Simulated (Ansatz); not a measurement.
Consider the ligand exchange at the Al–C bond: `[NH2][AlH][CH]=O` + CH₃OH → `C[O][AlH][NH2]` + `C=O`.

Calculated with Ansatz (gas phase, PBE0-D4/def2-TZVP geometries, no zero-point term in ΔE). CBS: MP2 limit from def2 TZ/QZ plus the TZ coupled-cluster correction, frozen cores. This one scheme is used for every species. Functionals use def2-TZVPP. B3LYP here is the variant with VWN-RPA as its local correlation; programs differ in this. HSE06 is defined as in plane-wave codes. Each species was taken in one conformer, which may not be the lowest.

`[NH2][AlH][CH]=O`:

Cartesian coordinates in Å:
```
N 1.418 0.101 -0.592
Al 0.278 -0.210 0.709
C -1.635 0.047 0.100
O -1.806 0.376 -1.054
H 2.422 0.042 -0.547
H 1.114 0.372 -1.515
H 0.753 -0.637 2.159
H -2.544 -0.090 0.741
```

CH₃OH:

```xyz
6

C     0.163    0.242    0.204
O     0.058   -0.808   -0.729
H     1.225    0.460    0.323
H    -0.240   -0.031    1.188
H    -0.336    1.157   -0.137
H    -0.870   -1.019   -0.848
```

`C[O][AlH][NH2]`:

```xyz
10

C    -1.096   -1.520    0.603
O    -0.128   -0.734   -0.022
Al    0.235    0.914   -0.034
N     1.605    1.432   -1.011
H    -0.620   -2.268    1.247
H    -1.785   -0.932    1.223
H    -1.692   -2.054   -0.145
H    -0.619    1.953    0.794
H     1.912    2.386   -1.094
H     2.188    0.823   -1.561
```

`C=O`:

Cartesian coordinates in Å:
```
C 0.004 -0.003 0.000
O -1.016 0.618 0.051
H 0.963 0.410 0.374
H 0.049 -1.026 -0.425
```

Task: Is it downhill or uphill in electronic energy at CCSD(T)/CBS, and by how much? (Estimate.)

Result: Ansatz gave: Downhill: ΔE = -35.6 kcal/mol.

Task: What do these levels give: B97M-V, PBE0-D4, B3LYP-D4, HSE06, CCSD/def2-TZVPP, CCSD/CBS(def2)? (An estimate is asked.)

Result: Ansatz gave: B97M-V -36.0, PBE0-D4 -34.0, B3LYP-D4 -35.7, HSE06 -33.9, CCSD/def2-TZVPP -36.6, CCSD/CBS(def2) -36.2 kcal/mol.

Largest T1 diagnostic among the species: 0.015.

At CCSD(T), def2-SVP lies −1.4 kcal/mol from the extrapolated value and def2-TZVPP −0.4 kcal/mol. In def2-TZVPP, CCSD(T) changes the Hartree–Fock value by +3.2 kcal/mol (the triples alone add +0.6 kcal/mol) and MP2 by +1.8 kcal/mol. From PBE to PBE0 (25 % exact exchange), in def2-TZVPP and without D4, ΔE moves by −1.6 kcal/mol.
